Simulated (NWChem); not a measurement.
System: C2H5BFNO; SMILES C(/B(N)O)=C\F

Here is an NWChem input.

```
start job
memory heap 200 mb stack 900 mb global 1100 mb
geometry units angstroms noautosym nocenter noautoz
  N     -0.983569     2.115867    -0.098231
  B     -0.027308     1.085670     0.062910
  O      1.307539     1.461360     0.105479
  C     -0.496276    -0.411706     0.178116
  C      0.298443    -1.447468    -0.137080
  F     -0.086810    -2.733886    -0.071133
  H     -1.977305     1.941279    -0.227274
  H     -0.710900     3.093812    -0.193196
  H      1.878328     0.725526     0.379860
  H     -1.526349    -0.667562     0.484717
  H      1.342147    -1.362714    -0.494427
end
basis spherical
  * library sto-3g
end
dft
  xc b3lyp
  iterations 150
end
property
  response 1 0.0773
end
task dft property
```

Excerpt of the output:

```
             Northwest Computational Chemistry Package (NWChem) 7.3.0
             --------------------------------------------------------

                             Geometry "geometry" -> ""
                             -------------------------

 Output coordinates in angstroms (scale by  1.889725989 to convert to a.u.)

  No.       Tag          Charge          X              Y              Z
 ---- ---------------- ---------- -------------- -------------- --------------
    1 N                    7.0000    -0.98356900     2.11586700    -0.09823100
    2 B                    5.0000    -0.02730800     1.08567000     0.06291000
    3 O                    8.0000     1.30753900     1.46136000     0.10547900
    4 C                    6.0000    -0.49627600    -0.41170600     0.17811600
    5 C                    6.0000     0.29844300    -1.44746800    -0.13708000
    6 F                    9.0000    -0.08681000    -2.73388600    -0.07113300
    7 H                    1.0000    -1.97730500     1.94127900    -0.22727400
    8 H                    1.0000    -0.71090000     3.09381200    -0.19319600
    9 H                    1.0000     1.87832800     0.72552600     0.37986000
   10 H                    1.0000    -1.52634900    -0.66756200     0.48471700
   11 H                    1.0000     1.34214700    -1.36271400    -0.49442700

 Effective nuclear repulsion energy (a.u.)     208.3219050435

                              NWChem Property Module
                              ----------------------

                                 NWChem DFT Module
                                 -----------------

 Summary of "ao basis" -> "ao basis" (spherical)
 ------------------------------------------------------------------------------
       Tag                 Description            Shells   Functions and Types
 ---------------- ------------------------------  ------  ---------------------
 N                           sto-3g                  3        5   2s1p
 B                           sto-3g                  3        5   2s1p
 O                           sto-3g                  3        5   2s1p
 C                           sto-3g                  3        5   2s1p
 F                           sto-3g                  3        5   2s1p
 H                           sto-3g                  1        1   1s

            General Information
            -------------------
          SCF calculation type: DFT
          Wavefunction type:  closed shell.
          No. of atoms     :    11
          No. of electrons :    46
           Alpha electrons :    23
            Beta electrons :    23
          Charge           :     0
          Spin multiplicity:     1
          Use of symmetry is: off; symmetry adaption is: off
          Maximum number of iterations: 150
          AO basis - number of functions:    35
                     number of shells:    23
          Convergence on energy requested:  1.00D-06
          Convergence on density requested:  1.00D-05
          Convergence on gradient requested:  5.00D-04

              XC Information
              --------------
                         B3LYP Method XC Potential
                     Hartree-Fock (Exact) Exchange  0.200
                        Slater Exchange Functional  0.800 local
                    Becke 1988 Exchange Functional  0.720 non-local
              Lee-Yang-Parr Correlation Functional  0.810
                  VWN I RPA Correlation Functional  0.190 local

             Grid Information
             ----------------
          Grid used for XC integration:  medium
          Radial quadrature: Mura-Knowles
          Angular quadrature: Lebedev.
          Tag              B.-S. Rad. Rad. Pts. Rad. Cut. Ang. Pts.
          ---              ---------- --------- --------- ---------
          N                   0.65       49          10.0       434
          B                   0.85       49           8.0       434
          O                   0.60       49           9.0       434
          C                   0.70       49          11.0       434
          F                   0.50       49          10.0       434
          H                   0.35       45          11.0       434
          Grid pruning is: on
          Number of quadrature shells:   519
          Spatial weights used:  Erf1

      Superposition of Atomic Density Guess
      -------------------------------------

 Sum of atomic energies:        -326.24261781

      Non-variational initial energy
      ------------------------------

 Total energy =    -327.309981
 1-e energy   =    -867.038277
 2-e energy   =     331.406391
 HOMO         =      -0.093965
 LUMO         =       0.237883

   convergence    iter        energy       DeltaE   RMS-Dens  Diis-err
 ---------------- ----- ----------------- --------- --------- ---------
 d= 0,ls=0.0,diis     1   -329.2974302346 -5.38D+02  5.48D-02  9.06D-01
 d= 0,ls=0.0,diis     2   -329.2226166177  7.48D-02  3.12D-02  1.59D+00
 d= 0,ls=0.0,diis     3   -329.4534804573 -2.31D-01  6.39D-03  1.30D-02
 d= 0,ls=0.0,diis     4   -329.4530980458  3.82D-04  3.65D-03  1.55D-02
 d= 0,ls=0.0,diis     5   -329.4556004906 -2.50D-03  5.93D-04  4.31D-04
  Resetting Diis
 d= 0,ls=0.0,diis     6   -329.4556641291 -6.36D-05  1.42D-04  1.85D-05
 d= 0,ls=0.0,diis     7   -329.4556669945 -2.87D-06  7.84D-05  1.18D-06
 d= 0,ls=0.0,diis     8   -329.4556667220  2.72D-07  5.12D-05  2.67D-06
 d= 0,ls=0.0,diis     9   -329.4556671914 -4.69D-07  6.65D-06  7.13D-08

         Total DFT energy =     -329.455667191445
      One electron energy =     -867.269932009408
           Coulomb energy =      372.450579719306
    Exchange-Corr. energy =      -42.958219944876
 Nuclear repulsion energy =      208.321905043533

 Numeric. integr. density =       46.000006611625

                       DFT Final Molecular Orbital Analysis
                       ------------------------------------

 Vector   21  Occ=2.000000D+00  E=-2.031887D-01
              MO Center=  5.7D-01,  3.5D-01,  6.8D-02, r^2= 4.3D+00
   Bfn.  Coefficient  Atom+Function         Bfn.  Coefficient  Atom+Function
  ----- ------------  ---------------      ----- ------------  ---------------
    14      0.575019   3 O  py               28     -0.381991   6 F  px
    12      0.335633   3 O  s                19      0.333502   4 C  py
    13      0.274829   3 O  px               29      0.203679   6 F  py
     8     -0.168725   2 B  px               30      0.162368   6 F  pz
    33     -0.162115   9 H  s                 9     -0.141147   2 B  py

 Vector   22  Occ=2.000000D+00  E=-1.568827D-01
              MO Center=  2.5D-01,  5.3D-01,  3.6D-02, r^2= 4.1D+00
   Bfn.  Coefficient  Atom+Function         Bfn.  Coefficient  Atom+Function
  ----- ------------  ---------------      ----- ------------  ---------------
    15      0.629305   3 O  pz                5     -0.454801   1 N  pz
    20     -0.363825   4 C  pz               30      0.364865   6 F  pz
    25     -0.235758   5 C  pz               14      0.114179   3 O  py
    18     -0.114737   4 C  px               28      0.104416   6 F  px
    13     -0.100557   3 O  px               23     -0.069049   5 C  px

 Vector   23  Occ=2.000000D+00  E=-1.476393D-01
              MO Center= -4.1D-01,  1.9D-01, -9.6D-03, r^2= 4.5D+00
   Bfn.  Coefficient  Atom+Function         Bfn.  Coefficient  Atom+Function
  ----- ------------  ---------------      ----- ------------  ---------------
     5      0.628284   1 N  pz               20     -0.422297   4 C  pz
    30      0.421293   6 F  pz               25     -0.302704   5 C  pz
    15     -0.217173   3 O  pz               28      0.163235   6 F  px
    18     -0.138041   4 C  px               14     -0.132270   3 O  py
    23     -0.114830   5 C  px                3     -0.073673   1 N  px

 Vector   24  Occ=0.000000D+00  E= 1.063970D-01
              MO Center= -2.1D-02, -4.9D-01, -9.7D-03, r^2= 2.7D+00
   Bfn.  Coefficient  Atom+Function         Bfn.  Coefficient  Atom+Function
  ----- ------------  ---------------      ----- ------------  ---------------
    25      0.679549   5 C  pz               20     -0.535289   4 C  pz
    10     -0.420018   2 B  pz               30     -0.296909   6 F  pz
     5      0.286637   1 N  pz               15      0.247812   3 O  pz
    23      0.247166   5 C  px               18     -0.160840   4 C  px
    28     -0.100583   6 F  px               13     -0.073569   3 O  px

 Vector   25  Occ=0.000000D+00  E= 2.426810D-01
              MO Center= -7.4D-02,  5.7D-01,  9.1D-02, r^2= 2.3D+00
   Bfn.  Coefficient  Atom+Function         Bfn.  Coefficient  Atom+Function
  ----- ------------  ---------------      ----- ------------  ---------------
    10      0.810326   2 B  pz               20     -0.504063   4 C  pz
     5     -0.367573   1 N  pz               25      0.339345   5 C  pz
    15     -0.320052   3 O  pz               18     -0.268707   4 C  px
    22      0.189476   5 C  s                 8     -0.164845   2 B  px
    34     -0.164525  10 H  s                14     -0.151837   3 O  py

 Vector   26  Occ=0.000000D+00  E= 3.141951D-01
              MO Center=  2.3D-01, -4.7D-01,  6.2D-02, r^2= 4.2D+00
   Bfn.  Coefficient  Atom+Function         Bfn.  Coefficient  Atom+Function
  ----- ------------  ---------------      ----- ------------  ---------------
    33     -0.542032   9 H  s                29     -0.535810   6 F  py
    22      0.519175   5 C  s                24     -0.485432   5 C  py
    12      0.471890   3 O  s                27     -0.349636   6 F  s
    34     -0.343674  10 H  s                14     -0.319195   3 O  py
     9     -0.307717   2 B  py               31     -0.307514   7 H  s

     Multipole analysis of the density
     ---------------------------------

     L   x y z        total         alpha         beta         nuclear
     -   - - -        -----         -----         ----         -------
     0   0 0 0     -0.000000    -23.000000    -23.000000     46.000000

     1   1 0 0     -0.053629     -0.476968     -0.476968      0.900307
     1   0 1 0      0.112242      0.150019      0.150019     -0.187797
     1   0 0 1     -0.019679     -0.034844     -0.034844      0.050010

     2   2 0 0    -19.894992    -71.739680    -71.739680    123.584367
     2   1 1 0     -3.026512      5.887513      5.887513    -14.801538
     2   1 0 1      0.605269     -1.389353     -1.389353      3.383976
     2   0 2 0    -22.866146   -281.656711   -281.656711    540.447277
     2   0 1 1     -0.372743     -4.127670     -4.127670      7.882597
     2   0 0 2    -23.478920    -13.949337    -13.949337      4.419753

 *** CALLING NEW AORESP DRIVER FOR CLOSED AND OPEN SHELLS ***
 Entering AOResponse driver routine

--------------------------------------------------------------------------------

          -----------------------------------------------
          Solving response equations for perturbing field
          -----------------------------------------------

 number of frequencies:     1
 frequency in a.u.:  0.7730000E-01
 Perturbing field: electric
 Using El. Dipole Length Gauge

 Setting up CPKS with frequency omega =      0.07730000 a.u.

                            NWChem Dynamic CPHF Module
                            --------------------------

    scftype = RHF
    nclosed =   23
      nopen =    0
  variables =      552
  num. vecs =        3
  tolerance =   1.0D-04
  max. iter =   50

 SCF residual:    5.7537230221200985E-005

Iterative solution of linear equations
  No. of variables      552
  No. of equations        3
  Maximum subspace       30
       Convergence  1.0D-04

   iter   nsub   residual    time
   ----  ------  --------  ---------
     1      3    7.50D+00       5.5
     2      6    1.81D+00       6.7
     3      9    1.33D-01       7.9
     4     12    5.54D-02       9.1
     5     15    4.28D-03      10.3
     6     18    2.83D-04      11.5
     7     21    1.94D-05      12.6

 Electric Dipole Response Matrix (nonzero elements):

              1        2        3
    1   31.2315  -7.5696  -1.0873
    2   -7.5696  44.0686   0.5957
    3   -1.0873   0.5957   7.0227

 ------------------------------------------
 average:        27.44095 + I       0.00000

 DFT Linear Response polarizability / au
 Frequency  =       0.0773000 / au
 Wavelength =     589.4353558 / nm
              X              Y              Z
 -----------------------------------------------
 X      31.2315163     -7.5696472     -1.0872728
 Y      -7.5696480     44.0685710      0.5957136
 Z      -1.0872758      0.5957219      7.0227488
 -----------------------------------------------
 Eigenvalues =      27.7515605     47.5991503      6.9721252
 Isotropic   =      27.4409454
 Anisotropic =      35.1871206
 -----------------------------------------------

 Magnetic Dipole Response Matrix (nonzero elements):
```

Level: B3LYP/STO-3G. STO-3G and 3-21G are far too small for this property and stand as cheap habits. All runs use the structure optimised with PBE-D3(BJ)/def2-SVP.
